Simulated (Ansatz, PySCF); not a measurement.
C3H4Si, SMILES `C#C[Si]C` (excited triplet) (charge 0, multiplicity 3). This triplet is an excited state, 1.14 eV above the relaxed singlet at the level B3LYP-D3(BJ)/def2-TZVP (PySCF).

Level of theory: Ansatz (a quantum-chemistry and plane-wave program) with LC-ωPBE/cc-pVTZ // B3LYP-D3(BJ)/def2-TZVP.

Ansatz 0.2 input:
```yaml
crystal:
  periodic: [false, false, false]
  atoms:
    - { symbol: C, position_ang: [2.5725, -0.085899, -0.750694] }
    - { symbol: C, position_ang: [1.50223, -0.160663, -0.175417] }
    - { symbol: Si, position_ang: [0.00712, -0.310946, 0.782365] }
    - { symbol: C, position_ang: [-1.652322, 0.085305, -0.040701] }
    - { symbol: H, position_ang: [3.500519, -0.016149, -1.265243] }
    - { symbol: H, position_ang: [-1.65328, 1.120198, -0.386237] }
    - { symbol: H, position_ang: [-2.46547, -0.049398, 0.671447] }
    - { symbol: H, position_ang: [-1.811304, -0.582451, -0.888757] }
basis:
  gaussian: { orbitals: cc-pVTZ }
hamiltonian:
  xc: lc_wpbe
magnetization:
  spin_polarized: true
  initial_magnetization: 2
```

Output:

```
Functional definition: LC-wPBE
1007 factors; their error is unknown
334 factors; integrals over basis functions are off by at most 3.6e-5 eV
mean field evaluation 1: about -11039.8655 eV, gradient 3.3e1 eV
mean field evaluation 2: about -11042.2269 eV, gradient 2.6e1 eV
mean field evaluation 4: about -11045.9159 eV, gradient 2.7e0 eV
mean field evaluation 8: about -11046.0098 eV, gradient 2.0e-1 eV
mean field evaluation 16: about -11045.9763 eV, gradient 1.7e-3 eV
mean field -11045.97631488 eV, -405.9321423400 hartree, gradient 2.9e-5 eV, S^2 2.026735; 0 other end points of the search recorded, 0 dependent functions left out
reference -11045.97631488 eV, -405.9321423403 hartree; 19, 17 occupied and 161, 163 virtual orbitals, 1007 factors
Total energy: -11045.97631488 eV, -405.9321423403 hartree
```
